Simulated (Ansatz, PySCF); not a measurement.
System: C₃H₅O, charge 1, multiplicity 1. It need not be the lowest isomer of its formula. 
Coordinates optimised at B3LYP-D3(BJ)/def2-TZVP (Ansatz, a first-principles code):
```xyz
9

C     -0.4124     1.1317     0.0955
C     -1.1743    -0.2671    -0.0201
C      0.2374    -0.1085    -0.1073
O      1.3660    -0.6479     0.0040
H     -0.2410     1.6434     1.0395
H     -0.6051     1.7808    -0.7535
H     -1.7601    -0.3468    -0.9308
H     -1.5758    -0.8021     0.8372
H      1.3498    -1.6284    -0.0332
```
Charge +1, spin multiplicity 1.

Total electronic energies in hartree. Cores are frozen in the correlated levels unless marked. Spin-orbit coupling is left out. Non-relativistic unless marked X2C. CBS(X,Y): correlation extrapolated as X^-3; Hartree-Fock from the larger set.

```json
[
 {"level": "HF/cc-pVTZ", "program": "Ansatz", "energy (Eh)": "-191.11130"},
 {"level": "HF-D3(BJ)/def2-TZVPD", "program": "PySCF + dftd3", "energy (Eh)": "-191.16051"},
 {"level": "RI-HF/cc-pVTZ", "program": "Ansatz", "energy (Eh)": "-191.11126"},
 {"level": "r2SCAN-D3(BJ)/def2-TZVPD", "program": "Ansatz + dftd3", "energy (Eh)": "-192.15976"},
 {"level": "PBE0/def2-QZVPP", "program": "Ansatz", "energy (Eh)": "-192.05745"},
 {"level": "B2GP-PLYP-D4/def2-TZVPD", "program": "Ansatz + dftd4", "energy (Eh)": "-192.06595"},
 {"level": "MP2/cc-pVQZ", "program": "Ansatz", "energy (Eh)": "-191.87311"},
 {"level": "X2C-CCSD(T)/cc-pVTZ-DK", "program": "Ansatz", "energy (Eh)": "-191.96631"},
 {"level": "CCSD(T)/CBS(cc-pVTZ,cc-pVQZ)", "program": "Ansatz", "energy (Eh)": "-191.9568"}
]
```

Totals of different functionals don't rank their quality; only differences between species are comparable.
